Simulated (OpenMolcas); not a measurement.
## Computed transition rates of W⁴⁺

```json
{
 "Program": "OpenMolcas 26.06",
 "Method": "SS-CASPT2, IPEA 0.25 Eh, imaginary shift 0.1 Eh (closed shells correlated: 5s 5p)",
 "Basis": "ANO-RCC-VQZP [9s8p6d4f3g2h]",
 "Scalar Hamiltonian": "DKH2, point nucleus",
 "Active space": "2 electrons in 5 orbitals (5d)",
 "State averaging": "2S+1 = 3 even, 10 roots; 2S+1 = 1 even, 15 roots",
 "Spin-orbit coupling": "state interaction with AMFI integrals over the reference wave functions, term energies averaged over their components"
}
```

Rates come from the transition moments of the reference wave functions (E1 and E2 in the length form). At fixed line strength A goes as λ^-3 for E1 and M1 and as λ^-5 for E2, so a rate at the computed wavelength can be rescaled to the measured one. Measured vacuum wavelengths follow from level energies in the list in J. Phys. B 45, 065001 (2012). Branching counts decays inside the model space alone, at computed energies, and the table is only a selection of the E2 and M1 lines, drawn from those between levels with measured partners whose computed energy lies within a factor of 1.5 of the measured one.

```tsv
Upper	Lower	Type	λ computed (nm)	λ measured (nm)	A computed (s-1)	A rescaled (s-1)	Branching %
5d² ³P₁	5d² ¹D₂ [60 %]	M1	3048	3862	2.40e-01		12.7
5d² ³P₁	5d² ³P₀	M1	2736	2864	8.22e-01	7.17e-01	43.4
5d² ³P₂ [69 %]	5d² ³P₁	M1	1642	1591	2.12e+00	2.33e+00	16.6
5d² ³P₂ [69 %]	5d² ¹D₂ [60 %]	M1	1067	1127	7.78e+00		61.0
5d² ¹G₄	5d² ³F₄	M1	891.4	923.7	3.73e+00		32.0
5d² ³P₀	5d² ³F₂	E2	742.6	778.9	2.86e-01	2.25e-01	100.0
5d² ¹D₂ [60 %]	5d² ³F₂	M1	722.5	727.7	5.94e+00		80.3
5d² ³P₁	5d² ³F₂	M1	584.1	612.3	6.01e-01		31.7
5d² ³P₁	5d² ³F₂	E2	584.1	612.3	1.81e-01	1.43e-01	9.6
5d² ¹S₀	5d² ³P₂ [69 %]	E2	484.7	487.9	2.25e+00		2.4
5d² ¹G₄	5d² ³F₂	E2	436	447.5	6.20e-02		0.5
5d² ³P₂ [69 %]	5d² ³F₂	M1	430.8	442.2	1.29e-01		1.0
5d² ¹S₀	5d² ³P₁	M1	374.2	373.4	7.09e+01		74.8
5d² ¹S₀	5d² ¹D₂ [60 %]	E2	333.3	340.5	1.68e+01	1.51e+01	17.7
5d² ¹S₀	5d² ³F₂	E2	228.1	232	4.84e+00		5.1
```

Spin-changing lines and M1 lines between different terms are not rescaled, since their strength hangs on the term gaps too.

The largest correction is for 5d² ³P₀ → 5d² ³F₂ (E2): 2.86e-01 × (742.6 / 778.9)^5 = 2.25e-01 s-1, a factor of 0.79.

The computed rate and branching of 5d² ³P₀ → 5d² ³F₂ give the upper level a radiative lifetime of 1.000 / 2.86e-01 s-1 = 3.50e+00 s, counting decays inside the model space alone. The rescaled rate gives about 4.4e+00 s.

These are rates of the free ion; in crystals, glasses and complexes forced electric-dipole and non-radiative decay shorten such lifetimes by orders of magnitude. No measured rate stands beside these. Rescaling mends the energy factor alone: line strengths can still be far off where a level mixes with configurations outside the active space, and weak or spin-changing lines hang on small mixing coefficients that depend on the term gaps too, so rescaling need not improve them.

Term energies are means over components that CASPT2 splits; among the terms shown or strongly mixed into the levels shown the widest spread is 610 cm-1 (5d² ¹G). Measured partners are found by configuration, term and J. A level has none where our copy of the source lacks it or the pairing is in doubt (some pairs that miss far off the trend of their configuration count as doubtful). Only configurations of the active space appear.

A share in square brackets marks a mixed level and gives the weight of the term that names it.
